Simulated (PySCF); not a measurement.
Chain-length series, n-germane methyl/methyl (end groups after the name). All species are isolated molecules in the gas phase. One relaxed conformer stands for each flexible species; it need not be the lowest. Strings in code marks are SMILES. All members: neutral, multiplicity 1. Level: TPSSh-D3(BJ)/def2-TZVP // PBE0-D3(BJ)/def2-SVP (PySCF). Delta-SCF ions had no search for a lower state.  The ionisation energy is E(N − 1 electrons) − E(N electrons) at the parent's geometry.

```json
[
 {"species": "`[CH3][GeH2][GeH2][GeH2][GeH2][GeH2][GeH2][CH3]`", "n (atoms other than H)": "8", "1/n": "0.1250", "vertical ionisation energy (Delta-SCF) (eV)": "8.02"},
 {"species": "`[CH3][GeH2][GeH2][GeH2][GeH2][GeH2][CH3]`", "n (atoms other than H)": "7", "1/n": "0.1429", "vertical ionisation energy (Delta-SCF) (eV)": "8.24"},
 {"species": "`[CH3][GeH2][GeH2][GeH2][GeH2][CH3]`", "n (atoms other than H)": "6", "1/n": "0.1667", "vertical ionisation energy (Delta-SCF) (eV)": "8.51"},
 {"species": "`[CH3][GeH2][GeH2][GeH2][CH3]` (C–Ge–Ge–Ge torsion 180°, Ge–Ge–Ge–C torsion 180°)", "n (atoms other than H)": "5", "1/n": "0.2000", "vertical ionisation energy (Delta-SCF) (eV)": "8.90"},
 {"species": "`[CH3][GeH2][GeH2][CH3]` (C–Ge–Ge–C torsion 179°)", "n (atoms other than H)": "4", "1/n": "0.2500", "vertical ionisation energy (Delta-SCF) (eV)": "withheld"},
 {"species": "`[CH3][GeH2][CH3]`", "n (atoms other than H)": "3", "1/n": "0.3333", "vertical ionisation energy (Delta-SCF) (eV)": "10.44"}
]
```

Q: Fit vertical ionisation energy (Delta-SCF) = a + b·x to the 5 complete rows by least squares, with x = 1/n. Give a, b and the rms residual, and predict the withheld value.

A: Means of the 5 rows: x̄ = 0.19358, ȳ = 8.822 eV. Σ(x − x̄)² = 0.027557 and Σ(x − x̄)(y − ȳ) = 0.31945, so b = 11.592 and a = ȳ − b·x̄ = 6.578 eV. The rms residual is 0.004 eV. At x = 0.25 the line gives 9.48 eV. The run for `[CH3][GeH2][GeH2][CH3]` (C–Ge–Ge–C torsion 179°) gave 9.37 eV, so the line is off by 0.11 eV, more than twice the rms residual.

Codes: PySCF.
